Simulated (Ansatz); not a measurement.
Calculated with Ansatz (gas phase, PBE0-D4/def2-TZVP geometries, no zero-point term in ΔE). CCSD(T)/CBS adds triple-zeta CCSD(T) − MP2 to the extrapolated MP2 energy (def2 sets, frozen cores). DFT in def2-TZVPP. B3LYP here is the variant with VWN-RPA as its local correlation; programs differ in this. For Zn outer-core shells are correlated without core-valence functions, which leaves a few kJ/mol of doubt a bond. Scalar relativity is left out up to krypton. Each species was taken in one conformer, which may not be the lowest.

Consider the redistribution: `O[SiH2][O][ZnH]` + `CO[SiH](O)[SiH3]` → `[SiH3][O][ZnH]` + `CO[SiH](O)[SiH2]O`.

`O[SiH2][O][ZnH]`:

Cartesian coordinates in Å:
```
O -1.328 0.183 -0.254
Si -0.069 -0.883 -0.435
O 1.206 -0.163 0.232
Zn 1.244 1.447 1.002
H -2.192 -0.058 -0.589
H 0.153 -1.156 -1.882
H -0.394 -2.164 0.253
H 1.380 2.795 1.673
```

`CO[SiH](O)[SiH3]`:

Cartesian coordinates in Å:
```
C 1.770 0.037 1.511
O 0.885 -0.395 0.500
Si -0.301 0.544 -0.135
O -1.477 0.927 0.956
Si -1.135 -0.701 -1.936
H 2.592 -0.678 1.576
H 2.184 1.026 1.284
H 1.266 0.084 2.481
H 0.259 1.871 -0.505
H -2.049 0.219 1.257
H -1.810 -1.930 -1.431
H -0.045 -1.102 -2.863
H -2.138 0.096 -2.694
```

`[SiH3][O][ZnH]`:

```xyz
7

Si    0.384   -0.547   -0.936
O    -0.057   -0.192    0.579
Zn   -0.690    0.917    1.794
H    -0.688   -0.202   -1.916
H     0.667   -2.004   -1.054
H     1.612    0.199   -1.336
H    -1.227    1.829    2.870
```

`CO[SiH](O)[SiH2]O`:

Cartesian coordinates in Å:
```
C -0.037 0.883 -2.001
O -0.842 -0.005 -1.256
Si -0.985 0.063 0.378
O -2.266 -0.852 0.835
Si 0.878 -0.872 1.452
O 2.179 -0.115 0.751
H 1.027 0.691 -1.831
H -0.258 0.736 -3.059
H -0.248 1.928 -1.743
H -1.182 1.502 0.742
H -3.129 -0.620 0.486
H 0.860 -0.637 2.927
H 0.950 -2.349 1.253
H 3.053 -0.352 1.066
```

```csv
level,ΔE (kcal/mol),difference from CCSD(T)/CBS
PBE-D4,10.4,0.1
r2SCAN-D4,10.9,0.6
PBE0-D4,10.2,-0.1
B3LYP-D4,9.4,-0.9
ωB97X-V,9.8,-0.5
ωB97M-V,10.4,0.1
B2PLYP,9.7,-0.6
PBE,10.5,0.2
r2SCAN,11.0,0.7
PBE0,10.4,0.1
B3LYP,9.4,-0.9
HF/def2-TZVPP,8.7,-1.6
MP2/def2-TZVPP,10.0,-0.3
SCS-MP2/def2-TZVPP,9.5,-0.8
CCSD/def2-TZVPP,10.1,-0.2
CCSD(T)/def2-TZVPP,10.4,0.1
HF/def2-QZVPP,8.6,-1.7
MP2/def2-QZVPP,9.9,-0.4
SCS-MP2/def2-QZVPP,9.4,-0.9
HF/CBS(def2),8.6,-1.7
MP2/CBS(def2),9.9,-0.4
CCSD/CBS(def2),9.9,-0.4
CCSD(T)/CBS,10.3,0
```

Largest T1 diagnostic among the species: 0.016.

In def2-TZVPP, CCSD(T) changes the Hartree–Fock value by +1.7 kcal/mol (the triples alone add +0.3 kcal/mol) and MP2 by +1.3 kcal/mol.

CCSD(T)/CBS has its own doubt, a few kJ/mol and more with outer-core shells, so smaller differences from it don't rank the levels.
